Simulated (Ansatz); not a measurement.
## ClCuHSi2+: where a starting geometry ends

The starting geometry of this gas-phase singlet was optimised with GFN2-xTB.

```xyz
5

Cl    1.5791    1.0738    0.2181
Cu   -0.5040   -0.4348    2.7196
Si   -0.5528    0.3090   -1.7862
Si   -0.2242    0.0937    0.5046
H    -0.0616   -1.0708   -2.1338
```

Question: Where would you expect an optimisation with B3LYP-D3(BJ)/def2-SVP to take it?

Answer: A new bond forms, giving a structure with Cl1 bridging Si4 and Si3, H5 bridging Si3 and Si4, given below by its coordinates. Distances that change by over a tenth: Cl1–Si3 (3.02 → 2.46 Å), Si3–H5 (1.51 → 1.73 Å). Contacts that close: Si4–H5 (2.89 → 1.75 Å).

The energy falls by 0.25 eV over 18 steps:

| step | E − E(last) (eV) |
| --- | --- |
| 1 | 0.247 |
| 3 | 0.116 |
| 5 | 0.106 |
| 7 | 0.099 |
| 9 | 0.078 |
| 10 | 0.058 |
| 12 | 0.011 |
| 14 | 0.001 |
| 16 | 0.000 |
| 18 | 0.000 |

Final geometry (Å):

```yaml
atoms:
  - { symbol: Cl, position_ang: [1.4796, 1.0767, -0.2624] }
  - { symbol: Cu, position_ang: [-0.4006, -0.8016, 2.3506] }
  - { symbol: Si, position_ang: [-0.2617, 0.4967, -1.9074] }
  - { symbol: Si, position_ang: [-0.4822, 0.1529, 0.3236] }
  - { symbol: H, position_ang: [-0.0986, -0.9539, -0.9822] }
```

Frequencies at the end are all real (lowest 81 cm⁻¹). Run with Ansatz 0.2.0, 44 s on 2 threads of Intel(R) Xeon(R) Platinum 8259CL CPU @ 2.50GHz (Skylake/Cascade Lake), on a shared host.
